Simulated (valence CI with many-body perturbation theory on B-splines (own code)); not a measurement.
## Gd XVI: calculated level list

Calculated by valence CI with perturbative core correlation (CI+MBPT): three valence electrons over a frozen Dirac-Fock core [Kr] 4d10, a basis of 7 s, 7 p, 7 d, 7 f, 4 g, 2 h functions for each j, with the one-electron correlation potential Σ1 (screened to all orders), the two-electron term Σ2, the three-electron term Σ3, Breit, model QED; selected single and double excitations, second order for the rest, scaled by the run's own slope (own B-spline code, finite nucleus).

No measured levels were compared; by estimate terms of the open shell hold to a few per cent of their energy, and close levels can change places; configurations with another count of f electrons can be misplaced by thousands of cm⁻¹.

Levels 181 to 225 of 246, with energies above the lowest level, (4f5/2^3) J=9/2. "Leading %" is the weight of the configuration and term that name the level; weights of strongly mixed levels are sums over their largest components and can fall short. In the jj column 3d3/2^4 stands for four electrons in 3d with j = 3/2.

```
No.  Configuration  Term     J  E (cm⁻¹)  Leading %  Second component                Leading jj
181          4f²5d    ⁴I   9/2    699810         57     38 % 4f²5d ²H      4f5/2^2 5d3/2 (80 %)
182          4f²5d    ⁴K  11/2    702670         57     29 % 4f²5d ²I      4f5/2^2 5d3/2 (92 %)
183          4f²5d    ⁴G   5/2    706420         57     28 % 4f²5d ²F      4f5/2^2 5d3/2 (83 %)
184          4f²5d    ⁴H   7/2    706440         74     13 % 4f²5d ²G      4f5/2^2 5d3/2 (77 %)
185          4f²5d    ⁴I  11/2    706560         44     32 % 4f²5d ²H  4f5/2 4f7/2 5d3/2 (91 %)
186          5s5p²    ⁴P   1/2    706610         78     16 % 5s5p² ²S         5s 5p1/2^2 (86 %)
187          4f²5d    ²H   9/2    709520         41     22 % 4f²5d ⁴I  4f5/2 4f7/2 5d3/2 (67 %)
188          4f²5d    ⁴K  13/2    711920         79      8 % 4f²5d ⁴I  4f5/2 4f7/2 5d3/2 (85 %)
189          4f²5d    ⁴I  11/2    712720         42     23 % 4f²5d ²H  4f5/2 4f7/2 5d3/2 (32 %)
190          4f²5d    ⁴G   7/2    713150         43     33 % 4f²5d ⁴H  4f5/2 4f7/2 5d3/2 (38 %)
191          4f²5d    ⁴H   9/2    713790         66     13 % 4f²5d ²H      4f5/2^2 5d5/2 (60 %)
192          4f²5d    ⁴H   7/2    713850         58     25 % 4f²5d ⁴G  4f5/2 4f7/2 5d3/2 (53 %)
193          4f²5d    ²P   1/2    715250         55     30 % 4f²5d ⁴D      4f5/2^2 5d3/2 (84 %)
194          4f²5d    ⁴I  13/2    715920         63     17 % 4f²5d ²I      4f7/2^2 5d3/2 (64 %)
195          4f²5d    ⁴H  11/2    717660         40     21 % 4f²5d ²I      4f7/2^2 5d3/2 (40 %)
196          4f²5d    ⁴F   3/2    718390         48     25 % 4f²5d ²D      4f5/2^2 5d3/2 (52 %)
197          4f²5d    ²D   5/2    718600         36     27 % 4f²5d ⁴P  4f5/2 4f7/2 5d3/2 (72 %)
198          4f²5d    ⁴H   9/2    718720         33     17 % 4f²5d ²H  4f5/2 4f7/2 5d3/2 (76 %)
199          4f²5d    ⁴K  15/2    720000         59     31 % 4f²5d ⁴I      4f7/2^2 5d3/2 (56 %)
200          4f²5d    ⁴G   9/2    720060         46     36 % 4f²5d ⁴H  4f5/2 4f7/2 5d3/2 (49 %)
201          4f²5d    ⁴G   5/2    720070         34     32 % 4f²5d ⁴F      4f5/2^2 5d3/2 (61 %)
202          4f²5d    ⁴D   3/2    720310         27     26 % 4f²5d ⁴P  4f5/2 4f7/2 5d3/2 (87 %)
203          4f²5d    ⁴H  11/2    721620         44     21 % 4f²5d ²I  4f5/2 4f7/2 5d5/2 (69 %)
204          4f²5d    ²G   7/2    721910         45     35 % 4f²5d ⁴F  4f5/2 4f7/2 5d3/2 (55 %)
205          4f²5d    ⁴H  13/2    722260         30     28 % 4f²5d ²I  4f5/2 4f7/2 5d5/2 (62 %)
206          4f²5d    ²F   7/2    722740         34     20 % 4f²5d ²G  4f5/2 4f7/2 5d3/2 (61 %)
207          4f²5d    ⁴H   9/2    723060         29     24 % 4f²5d ⁴G  4f5/2 4f7/2 5d5/2 (41 %)
208          4f²5d    ²F   5/2    723200         33     22 % 4f²5d ⁴P  4f5/2 4f7/2 5d3/2 (58 %)
209          4f²5d    ⁴G   5/2    723690         52     34 % 4f²5d ⁴F      4f5/2^2 5d5/2 (38 %)
210          4f²5d    ²F   7/2    724360         39     37 % 4f²5d ⁴G  4f5/2 4f7/2 5d3/2 (58 %)
211          4f²5d    ⁴I  15/2    725410         57     39 % 4f²5d ⁴K  4f5/2 4f7/2 5d5/2 (70 %)
212          4f²5d    ⁴H  11/2    725920         54     20 % 4f²5d ²I  4f5/2 4f7/2 5d3/2 (35 %)
213          4f²5d    ⁴F   3/2    726920         36     30 % 4f²5d ²D      4f5/2^2 5d5/2 (80 %)
214          4f²5d    ⁴P   1/2    727350         77     16 % 4f²5d ⁴D      4f5/2^2 5d5/2 (71 %)
215          4f²5d    ⁴F   9/2    727510         59     14 % 4f²5d ²G      4f7/2^2 5d3/2 (49 %)
216          4f²5d    ⁴G  11/2    727730         69     18 % 4f²5d ²H      4f7/2^2 5d5/2 (62 %)
217          4f²5d    ⁴H  13/2    728290         50     41 % 4f²5d ²I  4f5/2 4f7/2 5d5/2 (53 %)
218          4f²5d    ⁴G   7/2    728380         43     33 % 4f²5d ²F      4f7/2^2 5d3/2 (39 %)
219          4f²5d    ⁴F   7/2    730180         41     30 % 4f²5d ²G  4f5/2 4f7/2 5d5/2 (61 %)
220          4f²5d    ²F   5/2    730560         35     27 % 4f²5d ⁴P      4f7/2^2 5d3/2 (36 %)
221          4f²5d    ⁴D   3/2    730650         35     28 % 4f²5d ⁴P      4f5/2^2 5d5/2 (52 %)
222          4f²5d    ²K  13/2    731370         80      7 % 4f²5d ²I      4f5/2^2 5d5/2 (42 %)
223          4f²5d    ⁴K  17/2    731480         99                        4f7/2^2 5d5/2 (80 %)
224          4f²5d    ⁴D   5/2    732220         45     19 % 4f²5d ⁴F      4f5/2^2 5d5/2 (44 %)
225          4f²5d    ⁴H  11/2    732740         38     33 % 4f²5d ²I  4f5/2 4f7/2 5d5/2 (56 %)
```

Where two levels of one J and parity lie close, their mixing, g and order are uncertain.
